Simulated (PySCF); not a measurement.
**C4H4, SMILES `C1=CC=C1` (charge 0, multiplicity 1)**

Computed with TPSSh-D3(BJ)/def2-TZVP // CAM-B3LYP-D3(BJ)/def2-TZVP (PySCF).

```json
{
  "HOMO": "-4.94 eV",
  "dipole_moment": "0.00 D",
  "HOMO–LUMO gap": "2.94 eV",
  "LUMO": "-2.01 eV",
  "S1 excitation (TDA)": "3.01 eV",
  "S1 oscillator strength": "0.000",
  "T1 excitation (TDA)": "1.25 eV",
  "S1–T1 gap (TDA)": "1.77 eV",
  "vertical ionisation energy (Delta-SCF)": "7.79 eV",
  "total_energy": "-154.7541 Ha",
  "cost": "very roughly 6 core-minutes"
}
```

Bonded distances (Å): C1–C2 1.324, C1–C4 1.567, C1–H5 1.079, C2–C3 1.567, C2–H6 1.079, C3–C4 1.324, C3–H7 1.079, C4–H8 1.079. Bond angles (°): C2–C1–C4 90.0, C2–C1–H5 135.0, C4–C1–H5 135.0, C1–C2–C3 90.0, C1–C2–H6 135.0, C3–C2–H6 135.0, C2–C3–C4 90.0, C2–C3–H7 135.0, C4–C3–H7 135.0, C1–C4–C3 90.0, C1–C4–H8 135.0, C3–C4–H8 135.0.
Charge 0, spin multiplicity 1.
